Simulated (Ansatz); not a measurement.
H2S2, charge +1, doublet, geometry from GFN2-xTB (a state made from the parent by changing its charge; the spin is typed, not shown lowest); HF/STO-3G (Ansatz, an electronic-structure program).

Here is a job for Ansatz.
Ansatz 0.2 input:
```yaml
crystal:
  periodic: [false, false, false]
  atoms:
    - {symbol: S, position_ang: [-0.80955851, -0.03765018, 0.59460666]}
    - {symbol: S, position_ang: [0.80955851, 0.03765018, -0.59460666]}
    - {symbol: H, position_ang: [-1.71863123, -0.08126760, -0.40514565]}
    - {symbol: H, position_ang: [1.71863123, 0.08126760, 0.40514566]}
basis:
  gaussian:
    orbitals: STO-3G
hamiltonian:
  xc: hf
total_charge: 1
magnetization: {spin_polarized: true, initial_magnetization: 1}
accuracy: high
```

Q: Predict the main parts of the log of this Ansatz run.

A: 
```
Functional definition: HF
344 factors; integrals over basis functions are off by at most 1.2e-8 eV
mean field evaluation 1: about -21422.6320 eV, gradient 4.8e0 eV
mean field evaluation 2: about -21422.6687 eV, gradient 4.9e0 eV
mean field evaluation 4: about -21422.8986 eV, gradient 2.1e-1 eV
mean field evaluation 8: about -21422.8996 eV, gradient 3.6e-2 eV
mean field evaluation 16: about -21422.8994 eV, gradient 1.9e-6 eV
mean field evaluation 32: about -21422.9011 eV, gradient 3.6e-3 eV
mean field evaluation 64: about -21422.3269 eV, gradient 3.1e0 eV
mean field -21422.90108230 eV, -787.2770938108 hartree, gradient 1.8e-8 eV, S^2 0.753885; 3 other end points of the search recorded, 0 dependent functions left out
reference -21422.90108230 eV, -787.2770938108 hartree; 17, 16 occupied and 3, 4 virtual orbitals, 344 factors
Total energy: -21422.90108230 eV, -787.2770938108 hartree
```
